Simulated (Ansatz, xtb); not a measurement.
## CHOSn: where a starting geometry ends

The starting geometry of this gas-phase doublet has its atoms placed at random.

```xyz
4

C     0.5279    0.9969   -1.1510
O    -1.1241    0.1912    1.3474
Sn   -0.6985   -1.2871   -0.7844
H    -0.6466    0.8588   -1.3380
```

Guess where an optimisation with r2SCAN-D4/def2-SVP ends from this start.

It ends as a structure given below by its coordinates. Contacts that close: C1–O2 (3.10 → 1.24 Å), C1–Sn3 (2.62 → 2.16 Å).

The energy falls by 7.11 eV over 16 steps:

| step | E − E(last) (eV) |
| --- | --- |
| 1 | 7.108 |
| 3 | 4.929 |
| 4 | 4.389 |
| 6 | 3.354 |
| 8 | 1.418 |
| 9 | 0.519 |
| 11 | 0.019 |
| 13 | 0.001 |
| 14 | 0.000 |
| 16 | 0.000 |

Final geometry (Å):

```xyz
4

C    -0.4464    0.4723   -0.6745
O    -0.8031    0.5688    0.5090
Sn   -0.3690   -1.6784   -0.4673
H    -0.3227    1.3972   -1.2934
```

From the same start GFN2-xTB reaches the same bonding as this run.

From so rough a start the end depends on the optimiser's path, so another program may land elsewhere. The end wasn't checked by frequencies. Open shells are spin-unrestricted. Atoms past krypton carry core potentials, without spin–orbit terms. Run with Ansatz 0.2.0, 75 s on 1 thread of Intel(R) Xeon(R) 6975P-C (Granite Rapids), with other jobs on the host.
